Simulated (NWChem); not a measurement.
The numbers come from NWChem runs, not from measurements. System: C₂H₃Br, charge 0, spin multiplicity 1, at a geometry optimised with PBE0/def2-SVP. The structure started from a generated list of species. Level: G0W0@PBE0/def2-TZVPD, RI basis def2-tzvpd-rifit.

The NWChem input:

```
start mol
memory heap 200 mb stack 700 mb global 1700 mb
geometry units angstroms nocenter noautoz
  C      2.092059    -0.385489     0.000000
  C      0.843373    -0.838830     0.000000
  Br    -0.669912     0.276112     0.000000
  H      2.327757     0.681202     0.000000
  H      2.920885    -1.098801     0.000000
  H      0.585669    -1.900420     0.000000
  symmetry group Cs
end
basis spherical
  * library def2-tzvpd
end
basis "ri basis" bse spherical
  * library def2-tzvpd-rifit
end
dft
  xc pbe0
  iterations 100
  direct
  tolerances tight
end
task dft energy
gw
  method cdgw
  states alpha occ 4 vir 2
end
task dft gw
```

NWChem printed:

```
             Northwest Computational Chemistry Package (NWChem) 7.3.0
             --------------------------------------------------------

                                NWChem Input Module
                                -------------------

 Scaling coordinates for geometry "geometry" by  1.889725989
 (inverse scale =  0.529177249)

 Turning off AUTOSYM since
 SYMMETRY directive was detected!

                             Geometry "geometry" -> ""
                             -------------------------

 Output coordinates in angstroms (scale by  1.889725989 to convert to a.u.)

  No.       Tag          Charge          X              Y              Z
 ---- ---------------- ---------- -------------- -------------- --------------
    1 C                    6.0000     2.09205900    -0.38548900     0.00000000
    2 C                    6.0000     0.84337300    -0.83883000     0.00000000
    3 Br                  35.0000    -0.66991200     0.27611200     0.00000000
    4 H                    1.0000     2.32775700     0.68120200     0.00000000
    5 H                    1.0000     2.92088500    -1.09880100     0.00000000
    6 H                    1.0000     0.58566900    -1.90042000     0.00000000

 Effective nuclear repulsion energy (a.u.)     144.7797964491

            Nuclear Dipole moment (a.u.)
            ----------------------------
        X                 Y               Z
 ---------------- ---------------- ----------------
    -0.0000321253    -0.0000245664     0.0000000000

      Symmetry information
      --------------------

 Group name             Cs
 Group number              2
 Group order               2
 No. of unique centers     6

      Symmetry unique atoms

     1    2    3    4    5    6


 Summary of "ao basis" -> "" (spherical)
 ------------------------------------------------------------------------------
       Tag                 Description            Shells   Functions and Types
 ---------------- ------------------------------  ------  ---------------------
 *                         def2-tzvpd                 on all atoms

 new library libraries.bse/
[...]
         125.421957944376         392.390746506334           0.000000000000
           0.000000000000           0.000000000000         468.834776332930

     Multipole analysis of the density
     ---------------------------------

     L   x y z        total         alpha         beta         nuclear
     -   - - -        -----         -----         ----         -------
     0   0 0 0     -0.000000    -25.000000    -25.000000     50.000000

     1   1 0 0      0.479062      0.239547      0.239547     -0.000032
     1   0 1 0     -0.291694     -0.145835     -0.145835     -0.000025
     1   0 0 1     -0.000000     -0.000000     -0.000000      0.000000

     2   2 0 0    -20.741130   -118.445856   -118.445856    216.150582
     2   1 1 0     -0.730811     32.299594     32.299594    -65.329999
     2   1 0 1      0.000000      0.000000      0.000000      0.000000
     2   0 2 0    -21.188278    -33.921662    -33.921662     46.655046
     2   0 1 1     -0.000000     -0.000000     -0.000000      0.000000
     2   0 0 2    -24.600218    -12.300109    -12.300109      0.000000

 Task  times  cpu:       21.2s     wall:       21.2s

                                NWChem Input Module
                                -------------------

                                 NWChem GW Module
                                 ----------------

                             ***********************
                             ***        GW       ***
                             ***********************

 Summary of "ri basis" -> "ri basis" (spherical)
 ------------------------------------------------------------------------------
       Tag                 Description            Shells   Functions and Types
 ---------------- ------------------------------  ------  ---------------------
 C                      def2-tzvpd-rifit            26       92   9s7p5d4f1g
 Br                     def2-tzvpd-rifit            41      175   11s10p9d6f4g1h
 H                      def2-tzvpd-rifit            10       24   5s3p2d

                 Memory Information
                 ------------------
          Available GA per process is          1699.8 MBs
          Available stack per process is        700.0 MBs
          Available heap per process is           0.0 MBs

          Peak memory in Initialization
              Peak GA per process is                 15.6 MBs
              Peak stack per process is               0.3 MBs
              Peak heap per process is               16.3 MBs
              Memory not in MA per process            0.0 MBs

          Peak memory in CDGW Calculation
              Peak GA per process is                 18.6 MBs
              Peak stack per process is               2.8 MBs
              Peak heap per process is                3.3 MBs
              Memory not in MA per process            0.0 MBs

          Computing 2-center integrals
          Computing Inverse Cholesky factor
          Computing 3-center integrals
          Computing Vxc

          Computing Sigma_x
          Computing W(iw) on the imaginary grid
          Solving quasiparticle equations

                  Alpha Orbitals
          State     Energy (eV)     Error (eV)
          -----------------------------------
@GW        22        -12.720           0.005
@GW        23        -11.846           0.002
@GW        24        -10.366           0.004
@GW        25         -9.475           0.002
@GW        26          1.614           0.002
@GW        27          1.854           0.004

     GW Timing Statistics
   ------------------------
   Init.   :          0.1s
     ERIs  :          1.3s
     Distr.:          0.0s
     Vxc   :          2.7s
   Vmo     :          0.0s
   iW      :          2.2s
   I_n     :          0.0s
   R_n     :          0.1s
   GW total:          6.4s

 Task  times  cpu:        6.4s     wall:        6.4s

 Total times  cpu:       27.7s     wall:       27.7s
```
